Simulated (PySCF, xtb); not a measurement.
C2H7NOSi, SMILES OC/C=N/[SiH3].

xtb with GFN2-xTB at its own geometry gives an orbital gap of 2.93 eV and a dipole moment of 1.27 D.

Coordinates come from a PBE-D3(BJ)/def2-SVP optimisation. The structure was generated by enumeration; whether it is a known compound was not checked. The values are those of a single conformer.

Question: What does PySCF with PBE/def2-TZVP give? (The exact figures need the calculation; the answer reports its results.)

Answer: gap 3.70 eV (levels -5.85 and -2.15 eV), dipole 0.75 D.
